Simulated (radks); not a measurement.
Question: Coherent X-ray form factor from a spherical all-electron density. All-electron calculation, scalar-relativistic Kohn-Sham, BLYP, spin-polarised, spherical densities, finite nucleus; Fermi nuclear charge, rms radius of each element as measured or else 0.836 A^(1/3) + 0.57 fm. Program: a radial shooting solver on a logarithmic mesh with Libxc functionals.

sin(theta)/lambda (1/angstrom),f0 (electrons)
0.05,71.542
0.1,70.212
0.15,68.135
0.2,65.491
0.25,62.478
0.3,59.287
0.4,52.950
0.5,47.229
0.6,42.315
0.8,34.477
1,28.434
1.25,22.766
1.5,18.917
2,14.702

The species is in the configuration that NIST lists as its ground one. Which atom or ion scatters so?

Answer: The gold ion Au7+, [Xe] 4f14 5d4. Extrapolating in s^2 from the first two rows gives f0(0) = 72.0, near the electron count 72; among species with that count, the fall with angle is slower the higher Z, and the table is that of Z = 79; from so few rows the species is fixed only to a neighbour or two.
